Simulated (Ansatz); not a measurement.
The same molecule with X = B, Al, Ga, In. Ansatz, PBE0-D4/def2-TZVP geometries, multiplicity 1.

Elements past krypton have def2 core potentials. Scalar relativity is left out up to krypton.

```
 X       molecule  mean X–H bond length / Å  mean X–Se bond length / Å  LUMO energy (ωB97M-V/def2-TZVPP) / eV  HOMO–LUMO gap (PBE/def2-TZVPP) / eV  size of the dipole moment (B3LYP/def2-TZVPP) / D
Al  `C[Se][AlH2]`                     1.583                      2.299                                   0.25                                 3.79                                              1.33
Ga  `C[Se][GaH2]`                     1.563                      2.306                                   0.25                                 3.65                                              1.30
In  `C[Se][InH2]`                     1.716                      2.492                                  -0.14                                 3.31                                              1.33
```

(1) Give the row for X = B, `B[Se]C`. (Best estimate.)

## Answers

(1) Computed: 
| X | molecule | mean X–H bond length / Å | mean X–Se bond length / Å | LUMO energy (ωB97M-V/def2-TZVPP) / eV | HOMO–LUMO gap (PBE/def2-TZVPP) / eV | size of the dipole moment (B3LYP/def2-TZVPP) / D |
| --- | --- | --- | --- | --- | --- | --- |
| B | `B[Se]C` | 1.192 | 1.884 | 0.68 | 4.27 | 1.59 |

From B to In the mean X–H bond length isn't monotonic: highest at In, lowest at B; the mean X–Se bond length rises at each step, by 0.608 Å in all; the LUMO energy (ωB97M-V/def2-TZVPP) isn't monotonic: highest at B, lowest at In; the HOMO–LUMO gap (PBE/def2-TZVPP) falls at each step, by 0.96 eV in all. Bonds lengthen as the atom grows down the group. Dipoles are sizes alone, and their direction can turn along the series.

B3LYP here is the variant with VWN-RPA as its local correlation; programs differ in this.

Spin–orbit coupling is left out; it splits and shifts lone-pair levels of the heavy atoms by tenths of an eV.
